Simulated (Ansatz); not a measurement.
Gas-phase electronic energies from Ansatz, PBE0-D4/def2-TZVP geometries. CCSD(T)/CBS adds triple-zeta CCSD(T) − MP2 to the extrapolated MP2 energy (def2 sets, frozen cores). This one scheme is used for every species, atoms too. For atomizations the MP2-based limit and the directly extrapolated one differ by several kJ/mol either way, and by 10 to 25 for some Ge, Se and Sn compounds, so smaller differences from it don't rank the levels. DFT in def2-TZVPP. B3LYP here is the variant with VWN-RPA as its local correlation; programs differ in this. Open shells (•) are unrestricted, without spin–orbit coupling. Spin–orbit coupling would lower the free atoms: a little for F, O, Si; strongly for Sn. def2 core potentials past Kr. Bonds to Sn are less sure, by a few kJ/mol each and by 10 to 20 or more in all where they break to atoms, as the def2 sets lack core-valence functions. Each species was taken in one conformer, which may not be the lowest.

`[F][Sn]([F])([F])[O][SiH3]` → 3 F• + 3 H• + O• + Si• + Sn•  (atomization)

Problem. What is ΔE at CCSD(T)/CBS? (An estimate is asked.)

Solution. Computed: +742.4 kcal/mol.

Problem. What do these levels give: PBE-D4, B2PLYP, PBE-QIDH, revPBE, PBE0, B3LYP, r2SCANh, BHLYP, LC-ωPBE, MP2/def2-SVP, HF/def2-TZVPP, SCS-MP2/def2-QZVPP? (Estimate.)

Solution. Computed: PBE-D4 737.6, B2PLYP 720.0, PBE-QIDH 714.3, revPBE 701.0, PBE0 708.8, B3LYP 713.6, r2SCANh 719.0, BHLYP 684.4, LC-ωPBE 728.1, MP2/def2-SVP 693.6, HF/def2-TZVPP 505.7, SCS-MP2/def2-QZVPP 746.3 kcal/mol.

Largest T1 diagnostic among the species: 0.015.

Leaving LDA and LC-ωPBE aside and taking each functional with its dispersion term where it has one, the values, not all of them listed here, spread over 46.6 kcal/mol, from BHLYP-D4 to PBE-D4. LDA lies +111.6 kcal/mol from PBE without D4, its usual overbinding. From PBE to PBE0 (25 % exact exchange), in def2-TZVPP and without D4, ΔE moves by −24.0 kcal/mol: exact exchange takes away binding that semilocal exchange gives to molecules.
